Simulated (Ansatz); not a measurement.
C$_{2}$H$_{6}$AlNS. The species carries charge 0 and has multiplicity 1. The bonds changed during the relaxation, so this is another structure than the one it started from. All single points use the PBE0-D4/def2-TZVP geometry. It is one conformer, not always the lowest.

```xyz
11

C    -0.544   -1.715   -0.413
C     0.074   -0.414   -0.038
N    -0.560    0.723   -0.060
S     1.711   -0.306    0.465
Al    0.866    1.894    0.534
H    -1.589   -1.597   -0.703
H    -0.478   -2.407    0.429
H     0.014   -2.160   -1.239
H    -1.529    0.720   -0.349
H     1.410    2.824   -0.631
H     0.626    2.439    2.006
```

(1) What is the dipole moment at B3LYP/def2-TZVPP? (An estimate is asked.)

(2) And with PBE, r2SCAN, ωB97M-V? (Estimate.)

(3) Give the Mulliken charges with B3LYP, r2SCAN, ωB97M-V in def2-TZVPP. (An estimate is asked.)

Answers

(1) Ansatz gave: 4.39 D, with components (-3.22, -2.65, -1.35) D in this frame, pointing from negative to positive charge.

(2) Ansatz gave: PBE 4.28 D, r2SCAN 4.45 D, ωB97M-V 4.52 D.

(3) The calculation gave: 
```tsv
atom	B3LYP	r2SCAN	ωB97M-V
C1	-0.22	-0.12	-0.27
C2	0.21	0.28	0.22
N3	-0.22	-0.28	-0.22
S4	-0.28	-0.29	-0.23
Al5	0.41	0.45	0.33
H6	0.08	0.04	0.09
H7	0.12	0.08	0.13
H8	0.12	0.08	0.13
H9	0.13	0.14	0.10
H10	-0.17	-0.19	-0.14
H11	-0.17	-0.19	-0.14
```

B3LYP here is the variant with VWN-RPA as its local correlation; programs differ in this.
